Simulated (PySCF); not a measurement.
## A small calculation by hand: chemical shift, span and skew from a shielding tensor

Si(F)2(Cl)(OH) (ClF₂HOSi), SMILES O[Si](F)(F)Cl. Atoms are numbered in the order given.

```xyz
6

O      1.6355    -0.4749    -0.5433
Si     0.1139    -0.3253     0.0010
F     -0.0355    -0.8559     1.5037
F     -0.8112    -1.2380    -0.9229
Cl    -0.5510     1.5918    -0.0387
H      2.3088     0.1390    -0.2372
```
Charge 0, spin multiplicity 1.

Geometry optimised at PBE0-D3(BJ)/def2-SVP. Other conformers were not sampled.

GIAO shieldings from PBE0/pcSseg-1 (PySCF), non-relativistic, no solvent. The symmetric part of the tensor of F3 has the principal values 250.7, 260.0, 387.9 ppm. The same nucleus in CFCl3 has σ = 167.2 ppm at this level (PySCF, at its B3LYP-D3(BJ)/def2-TZVP geometry). Without spin–orbit terms, shifts of atoms bonded to Cl or Br come out too high.

Q: Work out the isotropic shielding, the ¹⁹F shift against CFCl3, the span and the skew.

A: 
σ(iso) = (σ11 + σ22 + σ33)/3 = 299.5 ppm. δ = σ(ref) − σ(iso) = 167.2 − (299.5) = -132.3 ppm.
Span Ω = σ33 − σ11 = 137.2 ppm. Skew κ = 3(σ(iso) − σ22)/Ω = 0.86. Tumbling in solution averages the tensor to δ; in a static solid the shielding alone would spread this spin-1/2 line over Ω.
